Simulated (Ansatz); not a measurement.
Mulliken charges of `N#CC(O)(F)[SiH3]` from PBE/def2-TZVPP in Ansatz (PBE0-D4/def2-TZVP geometry).

```
atom   x (Å)   y (Å)   z (Å)  charge (e)
  N1  -0.509  -2.489  -0.906       0.077
  C2  -0.457  -1.354  -0.728      -0.350
  C3  -0.320   0.087  -0.463       0.347
  O4   0.455   0.710  -1.409      -0.245
  F5  -1.607   0.615  -0.471      -0.159
 Si6   0.460   0.422   1.275       0.202
  H7   0.164   0.456  -2.294       0.201
  H8   0.539   1.893   1.416      -0.027
  H9   1.799  -0.209   1.301      -0.024
 H10  -0.440  -0.181   2.283      -0.022
```

Question: By hand: the dipole of these point charges (1 e Å = 4.8032 D).

Answer: Σ q r = (0.232, 0.175, 0.121) e Å, of length 0.315 e Å = 1.51 D.

Question: How does the dipole of the full density compare? (Best estimate.)

Answer: Ansatz gave: (0.201, 0.425, 0.044) e Å, 2.27 D; the point charges give 0.67 times that, at 32° from its direction.

Point charges leave out the atoms' own dipoles, such as those of lone pairs, and Mulliken's split depends on the basis, so the two needn't agree.
